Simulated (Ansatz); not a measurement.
Frontier orbitals of BH8NSi2, SMILES `B[SiH2]N[SiH3]`.

```tsv
atom	x (Å)	y (Å)	z (Å)
B1	-0.7263	-0.6328	-2.4063
Si2	-0.8917	-0.1842	-0.4612
N3	0.5943	0.3670	0.2389
Si4	1.0443	0.4090	1.9034
H5	-1.6041	-1.2321	-2.9557
H6	0.2004	-0.2841	-3.0801
H7	-1.9884	0.8402	-0.3998
H8	-1.3695	-1.3389	0.3496
H9	1.2190	0.8371	-0.4009
H10	0.8529	1.7452	2.5363
H11	2.4795	0.0469	2.0581
H12	0.1895	-0.5733	2.6175
```

The species carries charge 0 and has multiplicity 1. The geometry is a stationary point of PBE0-D4/def2-TZVP. It is one conformer, not always the lowest. Basis def2-TZVPP, Ansatz 0.2.0.

```json
{"functional": "PBE", "HOMO (eV)": "-6.08", "LUMO (eV)": "-3.45", "gap (eV)": "2.63"}
{"functional": "BLYP", "HOMO (eV)": "-5.96", "LUMO (eV)": "-3.27", "gap (eV)": "2.69"}
{"functional": "B97M-V", "HOMO (eV)": "-6.51", "LUMO (eV)": "-3.28", "gap (eV)": "3.23"}
{"functional": "PBE0", "HOMO (eV)": "-7.36", "LUMO (eV)": "-2.43", "gap (eV)": "4.93"}
{"functional": "B3LYP", "HOMO (eV)": "-7.15", "LUMO (eV)": "-2.64", "gap (eV)": "4.51"}
{"functional": "ωB97M-V", "HOMO (eV)": "-9.62", "LUMO (eV)": "-0.47", "gap (eV)": "9.15"}
{"functional": "HF", "HOMO (eV)": "-10.51", "LUMO (eV)": "1.12", "gap (eV)": "11.63"}
```

From PBE to PBE0 the HOMO moves by −1.29 eV and the LUMO by +1.02 eV, and with ωB97M-V by −3.54 and +2.98 eV, so the gap grows from 2.62 to 9.15 eV with exact exchange.

B3LYP here is the variant with VWN-RPA as its local correlation; programs differ in this.
